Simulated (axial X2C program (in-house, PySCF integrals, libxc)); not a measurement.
## How the levels of NNdO⁻ (f(δφ)1 s1 f(π)0 orbitals) move with the bond length

Calculated with an in-house all-electron X2C program for linear molecules (integrals from PySCF): two-component X2C with atomic mean-field Coulomb and Gaunt terms, basis N dyall-v2z, Nd dyall-v2z, O dyall-v2z (cores contracted in-house). Orbitals come from Hartree–Fock averaged over the configuration Nd f(δφ)1 s1 f(π)0; CI then distributes these electrons over the f(δφ), s, f(π) shells of Nd.

At N–Nd–O held linear, bonds 1.672 and 1.720 Å (the second held):

```
Ω  energy (cm⁻¹)     g∥   configuration
2              0   2.15  100% f(δφ)1 s1
3             74   6.17  100% f(δφ)1 s1
4           3173  10.00  100% f(δφ)1 s1
3           3269   6.00  100% f(δφ)1 s1
1           3464   0.02  100% f(δφ)1 s1
2           3557   4.02  100% f(δφ)1 s1
3           6041   7.84  100% f(δφ)1 s1
2           6129   3.84  100% f(δφ)1 s1
```

g∥ is the magnitude of 2⟨Lz + ge Sz⟩ for the +Ω component. The lowest 14 levels at most are listed.

At N–Nd–O held linear, bonds 1.973 and 1.720 Å (the second held):

```
Ω  energy (cm⁻¹)     g∥      configuration
2              0   2.20     100% f(δφ)1 s1
3             82   6.21     100% f(δφ)1 s1
4           4533  10.00     100% f(δφ)1 s1
3           4647   6.00     100% f(δφ)1 s1
1           4832   0.15     100% f(δφ)1 s1
2           4925   4.15     100% f(δφ)1 s1
1           6385   0.20  100% f(δφ)1 f(π)1
4           6389   8.21  100% f(δφ)1 f(π)1
3          10548   7.79     100% f(δφ)1 s1
2          10636   3.80      97% f(δφ)1 s1
5          10913  12.00  100% f(δφ)1 f(π)1
2          10952   3.99   97% f(δφ)1 f(π)1
0          11308   0.00  100% f(δφ)1 f(π)1
0          11339   0.00  100% f(δφ)1 f(π)1
```

The lowest level lies 5223 cm⁻¹ above the lowest at the first distance.

Question: How does the gap from the lowest to the fifth level change between the two distances?

Answer: From 3464 to 4832 cm⁻¹, a factor of 1.39.

There is no dynamic correlation: spin–orbit spacings and, for f shells, spacings inside one term are the most reliable numbers, splittings between terms come out too wide, and energies between configurations are not reliable, so the lowest level need not be the ground state of the molecule. At most 6 roots were kept for each Ω > 0 (twice that for Ω = 0) within 3.5 eV of the lowest, so higher up levels can be missing between those listed; levels with Ω > 0 are doubly degenerate and listed once, Ω = 0 levels singly. States that fill the shells left empty in the average are placed too high. For an anion, levels above electron detachment are held by the basis set. The molecule was held linear; bending was not examined.
